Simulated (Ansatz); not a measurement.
```xyz
5

Cl    0.896    1.560   -1.473
Zr   -0.017    0.002   -0.024
Cl   -2.135    0.689    0.608
Cl   -0.159   -2.048   -1.089
Br    1.416   -0.204    1.978
```

Total charge 0; spin multiplicity 1. Zr: def2 effective core potential.

(1) List the r2SCAN/def2-TZVPP orbital energies in eV (the Gaussian-basis code of Ansatz). (Best estimate.)

Answers

(1) Computed: Occupied: -13122.45, -2753.89, -2753.89, -2753.89, -1695.68, -1526.41, -1526.39, -1526.39, -255.29, -255.29, -255.29, -235.33, -193.76, -193.76, -193.76, -193.72, -193.72, -193.72, -193.72, -193.72, -193.72, -175.45, -175.40, -175.40, -69.32, -69.30, -69.30, -69.25, -69.25, -58.56, -35.36, -35.36, -35.31, -21.57, -21.36, -21.36, -20.24, -10.26, -10.12, -10.12, -9.65, -9.61, -9.61, -9.12, -9.06, -9.06, -8.72, -8.31, -8.31. Lowest empty: -3.35, -3.35, -2.57, -2.47, -2.47, -0.41, 1.07, 1.10.
